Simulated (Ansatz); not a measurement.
Abridged output of a molecular run in Ansatz:

```
Functional definition: HF
1146 factors; integrals over basis functions are off by at most 1.1e-3 eV
mean field evaluation 1: about -20515.5346 eV, gradient 5.3e1 eV
mean field evaluation 2: about -20515.6422 eV, gradient 5.4e1 eV
mean field evaluation 4: about -20521.2587 eV, gradient 2.9e0 eV
mean field evaluation 8: about -20521.3111 eV, gradient 3.7e-1 eV
mean field -20521.31144629 eV, -754.1442858068 hartree, gradient 2.6e-6 eV, S^2 0.000000; 0 other end points of the search recorded, 0 dependent functions left out
12 core orbitals not correlated: weight in the atoms' cores, before any rotation towards them, 1.000 or more for the frozen orbitals, at most 0.000 for the correlated occupied ones
reference -20521.31144629 eV, -754.1442858068 hartree; 21, 21 occupied and 78, 78 virtual orbitals, 1146 factors
second order -21.04416654 eV of doubles, -0.00000000 eV of singles
cycle   1  -21.25999846 eV  change   -2.2e-1 eV  update   1.2e-1
cycle   2  -21.83682259 eV  change   -5.8e-1 eV  update   3.7e-2
cycle   3  -22.01044960 eV  change   -1.7e-1 eV  update   2.0e-2
cycle   4  -22.00222971 eV  change    8.2e-3 eV  update   4.2e-3
cycle   5  -21.99903747 eV  change    3.2e-3 eV  update   1.8e-3
cycle   6  -21.99967415 eV  change   -6.4e-4 eV  update   5.6e-4
cycle   7  -21.99949300 eV  change    1.8e-4 eV  update   1.9e-4
cycle   8  -21.99937790 eV  change    1.2e-4 eV  update   6.2e-5
cycle   9  -21.99938413 eV  change   -6.2e-6 eV  update   2.0e-5
perturbative correction -0.46497153 eV, -0.0170873887 hartree
Total energy: -20543.77580196 eV, -754.9698356507 hartree
```

Its atoms:

Cartesian coordinates in Å:
```
O 0.8473 0.9543 2.0289
Sn -0.6684 1.1298 0.8358
F -0.1476 2.4217 -0.4740
O -0.8907 -0.4966 -0.1848
Si 0.0852 -1.4095 -1.1348
H 1.6923 0.9237 1.5718
H -2.0842 1.5641 1.6324
H 1.5106 -1.0058 -0.9609
H -0.0595 -2.8368 -0.7508
H -0.2849 -1.2449 -2.5636
```

Question: Which basis set was used?
A. def2-SVP
B. def2-QZVPP
C. cc-pV(T+d)Z
D. def2-TZVPP

Answer: A. It gives 111 functions.

Question: Write the keys of the input that set method, charge and spin (a neutral closed shell needs none for the last two).

Answer: 
```yaml
correlation: {method: ccsd_t}
```
